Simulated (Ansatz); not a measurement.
**Question.** Name a neutral molecule of C, Cl, N, O, Zr and H with HOMO energy (PBE0/def2-TZVPP) between -6.75 and -6.45 eV and HOMO energy (B3LYP/def2-TZVPP) between -6.35 and -6.05 eV (Ansatz, PBE0-D4/def2-TZVP geometry).

**Answer.** `CC[N](CC)[Zr]([OH])([Cl])[O]C` (-6.47 eV, -6.26 eV). Other molecules can fit too; these were computed, each in one conformer that needn't be the lowest.

B3LYP here is the variant with VWN-RPA as its local correlation; programs differ in this.
